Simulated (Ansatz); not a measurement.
Geometry optimisation, UKS PBE0-D4/def2-SVP in Ansatz 0.2.0.

input.yaml

```yaml
crystal:
  periodic: [false, false, false]
  atoms:
    - { symbol: Ge, position_ang: [0.010241, -0.057219, -0.087428] }
    - { symbol: F, position_ang: [-0.049505, -0.011515, 1.610614] }
    - { symbol: O, position_ang: [1.662039, -0.022118, -0.632212] }
    - { symbol: H, position_ang: [2.009776, -0.913411, -0.765661] }
    - { symbol: F, position_ang: [-0.77011, 1.363348, -0.623727] }
    - { symbol: Cl, position_ang: [-1.041763, -1.768148, -0.755891] }
    - { symbol: H, position_ang: [-0.002978, 0.016362, 3.740105] }
magnetization:
  spin_polarized: true
  initial_magnetization: 1
basis:
  gaussian: { orbitals: def2-SVP }
hamiltonian:
  xc: pbe0
  dispersion: d4
relax:
  f_tol: 0.03
  max_steps: 50
```

Launched with:

```bash
$ ansatz run input.yaml --threads 4 --pin off --max-ram 5120MiB --backend cpu --events-out ev --progress --plain --runs-dir out
```

Q: Where does it end, and by what steps?

A: The run converged. The force dipped under the threshold on the way, but the program's further checks kept it going. After 8 steps the energy has fallen by 0.074 eV; H7 moved furthest, 0.75 Å.

```json
{"step": "0", "energy less start (eV)": "0.0000", "largest force component (eV/Å)": "0.548", "accepted": "yes"}
{"step": "1", "energy less start (eV)": "-0.0293", "largest force component (eV/Å)": "0.226", "accepted": "yes"}
{"step": "2", "energy less start (eV)": "-0.0485", "largest force component (eV/Å)": "0.833", "accepted": "yes"}
{"step": "3", "energy less start (eV)": "-0.0665", "largest force component (eV/Å)": "0.193", "accepted": "yes"}
{"step": "4", "energy less start (eV)": "-0.0709", "largest force component (eV/Å)": "0.111", "accepted": "yes"}
{"step": "5", "energy less start (eV)": "-0.0724", "largest force component (eV/Å)": "0.015", "accepted": "yes"}
{"step": "6", "energy less start (eV)": "-0.0734", "largest force component (eV/Å)": "0.050", "accepted": "yes"}
{"step": "7", "energy less start (eV)": "-0.0734", "largest force component (eV/Å)": "0.029", "accepted": "yes"}
{"step": "8", "energy less start (eV)": "-0.0736", "largest force component (eV/Å)": "0.003", "accepted": "yes"}
```

```xyz
7
Properties=species:S:1:pos:R:3
Ge -0.002 -0.074 -0.234
F -0.080 -0.031 1.478
O 1.642 -0.031 -0.786
H 2.075 -0.893 -0.782
F -0.751 1.359 -0.781
Cl -1.077 -1.770 -0.897
H 0.011 0.048 4.488
```

Whether the end is a true minimum wasn't checked by a vibrational analysis.

Time of the run: 24 s on 4 threads of AMD EPYC 7B13 (Zen 3), with other jobs on the host, peak memory 0.38 GiB.
